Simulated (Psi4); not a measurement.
C$_{4}$H$_{10}$Ga, charge +1, singlet, at a GFN2-xTB geometry (such geometries of metal compounds can be far from the true shape); PBE/def2-SV(P) in Psi4 1.11.

Input for Psi4:
```
memory 2 GB

molecule {
1 1
  Ga   -0.06165786    0.01176005    0.13691187
  C     1.66909608   -0.90750982    0.97669008
  C     1.78074598   -2.36640149    0.56561244
  H     1.56043898   -0.79232305    2.06129048
  H     2.51939496   -0.31357011    0.62240419
  H     1.87194044   -2.47910199   -0.51618546
  H     0.92989129   -2.95379643    0.91461952
  H     2.67964241   -2.78814035    1.01681932
  C    -1.79398570    0.94519176   -0.68341230
  C    -1.45537834    2.29066249   -1.30409025
  H    -2.49524523    1.04233967    0.15336149
  H    -2.19064808    0.23896438   -1.42173093
  H    -0.74454729    2.19248551   -2.12653161
  H    -1.05381448    2.98882992   -0.56776613
  H    -2.36852758    2.72809334   -1.70934893
}

set basis def2-sv(p)

energy('pbe')
print_variables()
```

Output, abridged:

```
   => Loading Basis Set <=

    Name: DEF2-SV(P)
    Role: ORBITAL
    Keyword: BASIS

         ---------------------------------------------------------
                                   SCF
               by Justin Turney, Rob Parrish, Andy Simmonett
                          and Daniel G. A. Smith
                              RKS Reference
         ---------------------------------------------------------

  ==> Geometry <==

    Molecular point group: c1
    Full point group: C1

    Geometry (in Angstrom), charge = 1, multiplicity = 1:

       Center              X                  Y                   Z               Mass
    ------------   -----------------  -----------------  -----------------  -----------------
         GA          -0.052760510038     0.010054601808     0.117156941724    68.925573500000
         C            1.677993429962    -0.909215268192     0.956935151724    12.000000000000
         C            1.789643329962    -2.368106938192     0.545857511724    12.000000000000
         H            1.569336329962    -0.794028498192     2.041535551724     1.007825032230
         H            2.528292309962    -0.315275558192     0.602649261724     1.007825032230
         H            1.880837789962    -2.480807438192    -0.535940388276     1.007825032230
         H            0.938788639962    -2.955501878192     0.894864591724     1.007825032230
         H            2.688539759962    -2.789845798192     0.997064391724     1.007825032230
         C           -1.785088350038     0.943486311808    -0.703167228276    12.000000000000
         C           -1.446480990038     2.288957041808    -1.323845178276    12.000000000000
         H           -2.486347880038     1.040634221808     0.133606561724     1.007825032230
         H           -2.181750730038     0.237258931808    -1.441485858276     1.007825032230
         H           -0.735649940038     2.190780061808    -2.146286538276     1.007825032230
         H           -1.044917130038     2.987124471808    -0.587521058276     1.007825032230
         H           -2.359630230038     2.726387891808    -1.729103858276     1.007825032230

  Running in c1 symmetry.

  Rotational constants: A =      0.43054  B =      0.04156  C =      0.04044 [cm^-1]
  Rotational constants: A =  12907.35596  B =   1246.05709  C =   1212.37591 [MHz]
  Nuclear repulsion =  313.247929523375717

  Charge       = 1
  Multiplicity = 1
  Electrons    = 64
  Nalpha       = 32
  Nbeta        = 32

  ==> Algorithm <==

  SCF Algorithm Type is DF.
  DIIS enabled.
  MOM disabled.
  Fractional occupation disabled.
  Guess Type is SAD.
  Energy threshold   = 1.00e-06
  Density threshold  = 1.00e-06
  Integral threshold = 1.00e-12

  ==> Primary Basis <==

  Basis Set: DEF2-SV(P)
    Blend: DEF2-SV(P)
    Number of shells: 56
    Number of basis functions: 108
    Number of Cartesian functions: 115
    Spherical Harmonics?: true
    Max angular momentum: 2

  ==> DFT Potential <==

   => LibXC <=

    Version 7.1.2
    S. Lehtola, C. Steigemann, M. J. T. Oliveira, and M. A. L. Marques,  SoftwareX 7, 1–5 (2018) (10.1016/j.softx.2017.11.002)

   => Composite Functional: PBE <=

    PBE GGA Exchange-Correlation Functional

    J.P. Perdew et. al., Phys. Rev. Lett., 77(18), 3865-3868, 1996

    Deriv               =              1
    GGA                 =           TRUE
    Meta                =          FALSE

    Exchange Hybrid     =          FALSE
    MP2 Hybrid          =          FALSE

   => Exchange Functionals <=

    1.0000     XC_GGA_X_PBE

   => Correlation Functionals <=

    1.0000     XC_GGA_C_PBE

   => LibXC Density Thresholds  <==

    XC_GGA_C_PBE:  1.00E-12
    XC_GGA_X_PBE:  1.00E-15

   => Molecular Quadrature <=

    Radial Scheme          =       TREUTLER
    Pruning Scheme         =           NONE
    Nuclear Scheme         =       TREUTLER

    Blocking Scheme        =         OCTREE
    BS radius alpha        =              1
    Pruning alpha          =              1
    Radial Points          =             75
    Spherical Points       =            302
    Total Points           =         322423
    Total Blocks           =           2403
    Max Points             =            256
    Max Functions          =            104
    Weights Tolerance      =       1.00E-15

   => Loading Basis Set <=

    Name: (DEF2-SV(P) AUX)
    Role: JKFIT
    Keyword: DF_BASIS_SCF

  ==> Integral Setup <==

  SCF_SUBTYPE=INCORE selected. In-core MEM_DF algorithm will be used.
  Using in-core AOs.

  ==> MemDFJK: Density-Fitted J/K Matrices <==

    J tasked:                   Yes
    K tasked:                    No
    wK tasked:                   No
    Algorithm:                 Core
    Schwarz Cutoff:           1E-12
    Mask sparsity (%):       5.7270
    Fitting Condition:        1E-10

   => Auxiliary Basis Set <=

  Basis Set: (DEF2-SV(P) AUX)
    Blend: DEF2-UNIVERSAL-JKFIT
    Number of shells: 220
    Number of basis functions: 746
    Number of Cartesian functions: 927
    Spherical Harmonics?: true
    Max angular momentum: 5

  Minimum eigenvalue in the overlap matrix is 4.2323107994E-03.
  Reciprocal condition number of the overlap matrix is 7.0284488741E-04.
    Using symmetric orthogonalization.

  ==> Pre-Iterations <==

  SCF Guess: Superposition of Atomic Densities via on-the-fly atomic UHF (no occupation information).

   -------------------------
    Irrep   Nso     Nmo
   -------------------------
     A        108     108
   -------------------------
    Total     108     108
   -------------------------

  ==> Iterations <==

                           Total Energy        Delta E     RMS |[F,P]|

   @DF-RKS iter SAD: -2078.43747241015762   -2.07844e+03   0.00000e+00
   @DF-RKS iter   1: -2080.07608343959237   -1.63861e+00   2.45650e-02 ADIIS/DIIS
   @DF-RKS iter   2: -2051.35666471437207    2.87194e+01   8.66503e-02 ADIIS/DIIS
   @DF-RKS iter   3: -2080.80199145091001   -2.94453e+01   2.07579e-02 ADIIS/DIIS
   @DF-RKS iter   4: -2081.98775283655777   -1.18576e+00   5.07483e-03 ADIIS/DIIS
   @DF-RKS iter   5: -2082.10999199184744   -1.22239e-01   1.72018e-03 ADIIS/DIIS
   @DF-RKS iter   6: -2082.12022379386553   -1.02318e-02   4.08020e-04 ADIIS/DIIS
   @DF-RKS iter   7: -2082.12129556676928   -1.07177e-03   9.33108e-05 DIIS
   @DF-RKS iter   8: -2082.12134653811745   -5.09713e-05   2.70199e-05 DIIS
   @DF-RKS iter   9: -2082.12134969125600   -3.15314e-06   1.25217e-05 DIIS
   @DF-RKS iter  10: -2082.12135047341189   -7.82156e-07   6.92585e-06 DIIS
   @DF-RKS iter  11: -2082.12135083166640   -3.58255e-07   2.25034e-07 DIIS
  Energy and wave function converged.

  ==> Post-Iterations <==

   Electrons on quadrature grid:
      Ntotal   =   64.0000163384 ; deviation = 1.634e-05

    Orbital Energies [Eh]
    ---------------------

    Doubly Occupied:

[...]
    Virtual:

[...]
     108A      2.307782

    Final Occupation by Irrep:
              A
    DOCC [    32 ]
    NA   [    32 ]
    NB   [    32 ]

  @DF-RKS Final Energy: -2082.12135083166640

   => Energetics <=

    Nuclear Repulsion Energy =            313.2479295233757171
    One-Electron Energy =               -3504.2828643509155881
    Two-Electron Energy =                1208.4949732696704814
    DFT Exchange-Correlation Energy =     -99.5813892737968871
    Empirical Dispersion Energy =           0.0000000000000000
    VV10 Nonlocal Energy =                  0.0000000000000000
    Total Energy =                      -2082.1213508316664047

Computation Completed

Properties will be evaluated at   0.000000,   0.000000,   0.000000 [a0]

Properties computed using the SCF density matrix

 Multipole Moments:

 ------------------------------------------------------------------------------------
     Multipole            Electronic (a.u.)      Nuclear  (a.u.)        Total (a.u.)
 ------------------------------------------------------------------------------------

 L = 1.  Multiply by 2.5417464519 to convert [e a0] to [Debye]
 Dipole X            :         -1.1226369            1.0928808           -0.0297561
 Dipole Y            :          0.2171152           -0.2094838            0.0076314
 Dipole Z            :          2.4937917           -2.4265418            0.0672500
 Magnitude           :                                                    0.0739339

 ------------------------------------------------------------------------------------

  Variable Map:
  ----------------------------------------------------------------------------
[...]
  Array Variable Map:
  ----------------------------------------------------------------------------
[...]
[...]
```
